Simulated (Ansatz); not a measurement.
Ansatz (an electronic-structure program) input file for Mg(OMe)(SeH) (CH₄MgOSe), SMILES C[O][Mg][SeH], PBE-D3(BJ)/def2-SVP. 

Ansatz 0.2 input:
```yaml
crystal:
  periodic: [false, false, false]
  atoms:
    - {symbol: Mg, position_ang: [0.17226489, -0.41195774, -0.46459519]}
    - {symbol: O, position_ang: [0.62844680, -1.55883379, -1.73275199]}
    - {symbol: C, position_ang: [0.98399696, -2.45224938, -2.72427820]}
    - {symbol: H, position_ang: [0.64727516, -2.11664571, -3.72637183]}
    - {symbol: H, position_ang: [2.08281422, -2.59079849, -2.78400738]}
    - {symbol: H, position_ang: [0.54259883, -3.45584340, -2.55655359]}
    - {symbol: Se, position_ang: [-0.43570008, 1.17814021, 1.26706384]}
    - {symbol: H, position_ang: [-1.45762062, 0.23417994, 1.76958963]}
basis:
  gaussian:
    orbitals: def2-SVP
hamiltonian:
  xc: pbe
  dispersion: d3bj
relax: {f_tol: 0.002, max_steps: 200}
```

Output:

```
WARN ansatz: RAYON_NUM_THREADS=1 ignored (pool sized by the plan → 1); use --threads N
Functional definition: PBE
integrals: 0.04 GiB planned
1058 factors; their error is unknown
mean field: 0.23 GiB planned
mean field evaluation 1: about -73907.2266 eV, gradient 6.3e1 eV
mean field evaluation 2: about -73786.5033 eV, gradient 2.0e2 eV
mean field evaluation 4: about -73914.9573 eV, gradient 2.3e1 eV
mean field evaluation 8: about -73916.2388 eV, gradient 1.2e-1 eV
mean field evaluation 16: about -73916.1171 eV, gradient 1.8e-4 eV
mean field -73916.11711079 eV, -2716.3672016780 hartree, gradient 4.4e-5 eV, S^2 0.000000; 0 other end points of the search recorded, 0 dependent functions left out
the calculation of the forces begins
reference -73916.11714945 eV, -2716.3672030986 hartree; 32, 32 occupied and 66, 66 virtual orbitals, 1058 factors
relax step   1: F+E_penalty+E_count = -73916.24545324 eV  Δ(F+E_penalty+E_count) = +0.000e0 eV  max|allowed force component| = 2.594e-1 eV/Å  Δτ_max = 0.0000 Å  (27 SCF iters, accepted)
these checks for a lower state are left out or cut short: starts, cluster_reference, orbital_swaps, neighbouring_geometries, increment
integrals: 0.04 GiB planned
1058 factors; their error is unknown
mean field: 0.23 GiB planned
mean field -73916.12323316 eV, -2716.3674266708 hartree, gradient 1.2e-5 eV, S^2 0.000000; 0 other end points of the search recorded, 0 dependent functions left out
the calculation of the forces begins
reference -73916.12327182 eV, -2716.3674280915 hartree; 32, 32 occupied and 66, 66 virtual orbitals, 1058 factors
relax step   2: F+E_penalty+E_count = -73916.25127705 eV  Δ(F+E_penalty+E_count) = -5.824e-3 eV  max|allowed force component| = 1.059e-1 eV/Å  Δτ_max = 0.0162 Å  (30 SCF iters, accepted)
these checks for a lower state are left out or cut short: starts, cluster_reference, orbital_swaps, neighbouring_geometries, increment
integrals: 0.04 GiB planned
1058 factors; their error is unknown
mean field: 0.23 GiB planned
mean field evaluation 32: about -73916.1243 eV, gradient 1.2e-5 eV
mean field -73916.12431241 eV, -2716.3674663324 hartree, gradient 1.2e-5 eV, S^2 0.000000; 0 other end points of the search recorded, 0 dependent functions left out
the calculation of the forces begins
reference -73916.12435106 eV, -2716.3674677527 hartree; 32, 32 occupied and 66, 66 virtual orbitals, 1058 factors
relax step   3: F+E_penalty+E_count = -73916.25216828 eV  Δ(F+E_penalty+E_count) = -8.912e-4 eV  max|allowed force component| = 2.834e-2 eV/Å  Δτ_max = 0.0072 Å  (31 SCF iters, accepted)
these checks for a lower state are left out or cut short: starts, cluster_reference, orbital_swaps, neighbouring_geometries, increment
integrals: 0.04 GiB planned
1058 factors; their error is unknown
mean field: 0.23 GiB planned
mean field -73916.12434459 eV, -2716.3674675150 hartree, gradient 6.8e-5 eV, S^2 0.000000; 0 other end points of the search recorded, 0 dependent functions left out
the calculation of the forces begins
reference -73916.12438323 eV, -2716.3674689352 hartree; 32, 32 occupied and 66, 66 virtual orbitals, 1058 factors
relax step   4: F+E_penalty+E_count = -73916.25219494 eV  Δ(F+E_penalty+E_count) = -2.666e-5 eV  max|allowed force component| = 1.029e-2 eV/Å  Δτ_max = 0.0030 Å  (19 SCF iters, accepted)
these checks for a lower state are left out or cut short: starts, cluster_reference, orbital_swaps, neighbouring_geometries, increment
integrals: 0.04 GiB planned
1058 factors; their error is unknown
mean field: 0.23 GiB planned
mean field -73916.12434941 eV, -2716.3674676923 hartree, gradient 8.3e-5 eV, S^2 0.000000; 0 other end points of the search recorded, 0 dependent functions left out
the calculation of the forces begins
reference -73916.12438805 eV, -2716.3674691124 hartree; 32, 32 occupied and 66, 66 virtual orbitals, 1058 factors
relax step   5: F+E_penalty+E_count = -73916.25220141 eV  Δ(F+E_penalty+E_count) = -6.466e-6 eV  max|allowed force component| = 2.768e-3 eV/Å  Δτ_max = 0.0014 Å  (19 SCF iters, accepted)
these checks for a lower state are left out or cut short: starts, cluster_reference, orbital_swaps, neighbouring_geometries, increment
integrals: 0.04 GiB planned
1058 factors; their error is unknown
mean field: 0.23 GiB planned
mean field -73916.12434705 eV, -2716.3674676056 hartree, gradient 9.4e-6 eV, S^2 0.000000; 0 other end points of the search recorded, 0 dependent functions left out
the calculation of the forces begins
reference -73916.12438569 eV, -2716.3674690256 hartree; 32, 32 occupied and 66, 66 virtual orbitals, 1058 factors
relax step   6: F+E_penalty+E_count = -73916.25220584 eV  Δ(F+E_penalty+E_count) = -4.431e-6 eV  max|allowed force component| = 3.229e-3 eV/Å  Δτ_max = 0.0025 Å  (22 SCF iters, accepted)
these checks for a lower state are left out or cut short: starts, cluster_reference, orbital_swaps, neighbouring_geometries, increment
integrals: 0.04 GiB planned
1058 factors; their error is unknown
mean field: 0.23 GiB planned
mean field -73916.12434503 eV, -2716.3674675311 hartree, gradient 1.3e-5 eV, S^2 0.000000; 0 other end points of the search recorded, 0 dependent functions left out
the calculation of the forces begins
reference -73916.12438366 eV, -2716.3674689511 hartree; 32, 32 occupied and 66, 66 virtual orbitals, 1058 factors
relax step   7: F+E_penalty+E_count = -73916.25220728 eV  Δ(F+E_penalty+E_count) = -1.438e-6 eV  max|allowed force component| = 4.654e-3 eV/Å  Δτ_max = 0.0017 Å  (22 SCF iters, accepted)
these checks for a lower state are left out or cut short: starts, cluster_reference, orbital_swaps, neighbouring_geometries, increment
integrals: 0.04 GiB planned
1058 factors; their error is unknown
mean field: 0.23 GiB planned
mean field -73916.12434790 eV, -2716.3674676369 hartree, gradient 1.9e-5 eV, S^2 0.000000; 0 other end points of the search recorded, 0 dependent functions left out
the calculation of the forces begins
reference -73916.12438654 eV, -2716.3674690568 hartree; 32, 32 occupied and 66, 66 virtual orbitals, 1058 factors
relax step   8: F+E_penalty+E_count = -73916.25221004 eV  Δ(F+E_penalty+E_count) = -2.761e-6 eV  max|allowed force component| = 3.140e-3 eV/Å  Δτ_max = 0.0026 Å  (22 SCF iters, accepted)
these checks for a lower state are left out or cut short: starts, cluster_reference, orbital_swaps, neighbouring_geometries, increment
integrals: 0.04 GiB planned
1058 factors; their error is unknown
mean field: 0.23 GiB planned
mean field evaluation 64: about -73916.1160 eV, gradient 1.1e-5 eV
mean field -73916.11595783 eV, -2716.3671593075 hartree, gradient 1.1e-5 eV, S^2 0.000000; 0 other end points of the search recorded, 0 dependent functions left out
the calculation of the forces begins
reference -73916.11599664 eV, -2716.3671607336 hartree; 32, 32 occupied and 66, 66 virtual orbitals, 1058 factors
relax step   9: F+E_penalty+E_count = -73916.24367596 eV  Δ(F+E_penalty+E_count) = +8.534e-3 eV  max|allowed force component| = 6.628e-1 eV/Å  Δτ_max = 0.0145 Å  (28 SCF iters, rejected (line search))
these checks for a lower state are left out or cut short: starts, cluster_reference, orbital_swaps, neighbouring_geometries, increment
integrals: 0.04 GiB planned
1058 factors; their error is unknown
mean field: 0.23 GiB planned
mean field -73916.12435085 eV, -2716.3674677451 hartree, gradient 1.9e-5 eV, S^2 0.000000; 0 other end points of the search recorded, 0 dependent functions left out
the calculation of the forces begins
reference -73916.12438949 eV, -2716.3674691651 hartree; 32, 32 occupied and 66, 66 virtual orbitals, 1058 factors
relax step  10: F+E_penalty+E_count = -73916.25221083 eV  Δ(F+E_penalty+E_count) = -7.968e-7 eV  max|allowed force component| = 4.464e-4 eV/Å  Δτ_max = 0.0010 Å  (21 SCF iters, accepted)
integrals: 0.04 GiB planned
1058 factors; their error is unknown
mean field: 0.23 GiB planned
mean field -73916.12435085 eV, -2716.3674677451 hartree, gradient 1.9e-5 eV, S^2 0.000000; 1 other end points of the search recorded, 0 dependent functions left out
the calculation of the forces begins
reference -73916.12438949 eV, -2716.3674691651 hartree; 32, 32 occupied and 66, 66 virtual orbitals, 1058 factors
Total energy: -73916.25224947 eV, -2716.3721679329 hartree
Atom 0 at     0.171316    -0.401704    -0.456278 Å, force     0.000056     0.000334     0.000201 eV/Å
Atom 1 at     0.633082    -1.555437    -1.733446 Å, force     0.000013     0.000067     0.000069 eV/Å
Atom 2 at     0.984332    -2.453528    -2.725421 Å, force    -0.000012     0.000322    -0.000331 eV/Å
Atom 3 at     0.645291    -2.119979    -3.737069 Å, force    -0.000107    -0.000152     0.000056 eV/Å
Atom 4 at     2.090739    -2.598884    -2.790852 Å, force     0.000073    -0.000106     0.000182 eV/Å
Atom 5 at     0.539068    -3.464868    -2.556732 Å, force    -0.000036    -0.000055     0.000088 eV/Å
Atom 6 at    -0.439298     1.193857     1.280669 Å, force     0.000058    -0.000446    -0.000327 eV/Å
Atom 7 at    -1.460455     0.226535     1.767223 Å, force    -0.000044     0.000037     0.000062 eV/Å
Dipole moment:    -0.029902    -0.156116    -0.071705 e Å
```

Self-consistency was reached.
